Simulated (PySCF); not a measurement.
In(Me)(NHMe)2, C3H11InN2, SMILES C[NH][In]([CH3])[NH]C, GFN2-xTB optimised geometry.

```
17

In    -0.81     0.45     0.00
C     -1.99     2.35     0.00
H     -3.02     2.12     0.27
H     -1.96     2.82    -0.98
H     -1.55     3.01     0.74
N      1.28     0.45     0.00
C      2.00     1.58    -0.56
H      1.68    -0.41    -0.38
H      2.07     1.57    -1.65
H      3.02     1.61    -0.15
H      1.50     2.50    -0.25
N     -1.61    -1.31     0.81
C     -0.76    -2.48     0.92
H     -2.49    -1.57     0.36
H     -0.59    -3.01    -0.03
H     -1.20    -3.19     1.62
H      0.21    -2.17     1.32
```

Density from PBE0/def2-SVP, def2 effective core potentials past Kr in PySCF 2.14.0 at that geometry. The core electrons that the potentials of In replace are not part of the density.

Minimum of the electron density along straight lines between bonded atoms, close to the bond critical point (lines longer than 1.1 times the sum of covalent radii, or with two minima, are not listed):

| bond | length / Å | ρ at the minimum / e bohr⁻³ | ∇²ρ there / e bohr⁻⁵ | position (fraction from the first atom) |
|---|---|---|---|---|
| In1–C2 | 2.240 | [?] | [?] | 0.51 |
| C2–H3 | 1.086 | 0.273 | -0.99 | 0.63 |
| C2–H4 | 1.087 | 0.272 | -0.98 | 0.63 |
| C2–H5 | 1.087 | 0.272 | -0.98 | 0.63 |
| In1–N6 | 2.095 | 0.094 | 0.39 | 0.51 |
| N6–C7 | 1.454 | 0.268 | -0.74 | 0.60 |
| N6–H8 | 1.017 | 0.330 | -1.48 | 0.76 |
| C7–H9 | 1.098 | 0.274 | -0.98 | 0.62 |
| C7–H10 | 1.096 | 0.275 | -1.01 | 0.62 |
| C7–H11 | 1.092 | 0.278 | -1.02 | 0.62 |
| In1–N12 | 2.092 | 0.095 | 0.39 | 0.51 |
| N12–C13 | 1.454 | 0.268 | -0.74 | 0.60 |
| N12–H14 | 1.017 | 0.330 | -1.48 | 0.76 |
| C13–H15 | 1.100 | 0.273 | -0.97 | 0.62 |
| C13–H16 | 1.096 | 0.275 | -1.01 | 0.62 |
| C13–H17 | 1.092 | 0.279 | -1.04 | 0.63 |

Some entries are withheld; supply them.


- In1–C2, ρ at the minimum / e bohr⁻³: 0.083
- In1–C2, ∇²ρ there / e bohr⁻⁵: 0.14
